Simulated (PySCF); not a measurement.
**Ionisation energy of Ti by level of theory**

Ti [Ar] 3d2 4s2 (3F) → Ti⁺ [Ar] 3d2 4s1 (4F), as a difference of total energies. Calculation: PySCF 2.14, in cc-pVDZ-DK (6s5p3d1f, 43 functions); scalar relativity by spin-free X2C-1e. Correlated levels: valence: [Ar] frozen. The calculations carry no spin-orbit coupling.

```csv
method,ionisation energy (eV),error (eV)
UHF,5.564,-1.264
r2SCAN,6.385,-0.443
B3LYP,6.857,+0.029
MP2 (valence),6.296,-0.532
SCS-MP2 (valence),6.445,-0.383
```

Reference: 6.828 eV (measured; NIST levels, between the centres of gravity of the two terms).

Errors of the correlated levels include the incompleteness of this basis and the frozen core.

MP2 underrates the near-degeneracy of ns² with np² in the lower species.
